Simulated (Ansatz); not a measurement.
Ideal-gas functions of `C[S][Al]([F])[Cl]` at 298.15 K and 1 bar, from an Ansatz frequency run at PBE0-D4/def2-TZVP.

Molar mass 128.54 g/mol, point group Cs (symmetry number 1), electronic degeneracy 1, moments of inertia 116.049, 365.89, 478.749 u Å². Harmonic wavenumbers (cm⁻¹, unscaled): 53, 81, 109, 177, 225, 227, 432, 616, 715, 864, 978, 990, 1356, 1472, 1478, 3077, 3169, 3177.

Use S(trans) = R[1.5 ln M + 2.5 ln T − 1.1517]; rotational temperatures θ = 24.2544 K / I; S(rot) = R[ln(√π/σ · √(T³/θAθBθC)) + 1.5]; for each mode x = 1.438777 ν̃/T, S = R[x/(eˣ − 1) − ln(1 − e⁻ˣ)] and H = RT x/(eˣ − 1); 1 cm⁻¹ = 0.0119627 kJ/mol; R = 8.31446 J/(mol·K).

Problem. By hand: the entropy, in J/(mol·K).

Solution. Translation 169.4. Rotation: θ = 0.209, 0.0663, 0.0507 K, giving 118.5. Vibration, mode by mode: 19.67, 16.18, 13.75, 9.87, 8.03, 7.96, 3.57, 1.77, 1.21, 0.67, 0.43, 0.41, 0.09, 0.06, 0.05, 0.00, 0.00, 0.00, in all 83.7. Electronic 0.0. Sum 371.6 J/(mol·K).

Problem. By hand: H − E and G − E in kJ/mol, counted from the electronic energy.

Solution. Zero-point energy ½ × 19196 × 0.0119627 = 114.8; thermal vibration 12.2; translation, rotation and pV give 4 RT = 9.9. H − E = 136.9 kJ/mol, and G − E = 136.9 − 298.15 × 371.6/1000 = 26.1 kJ/mol.

Vibration gives 23 % of the entropy, 49.6 J/(mol·K) of it from the modes under 150 cm⁻¹: soft modes count most, and the harmonic formula is weakest for them. The sum counts one conformer and one mirror image; others add a mixing term.
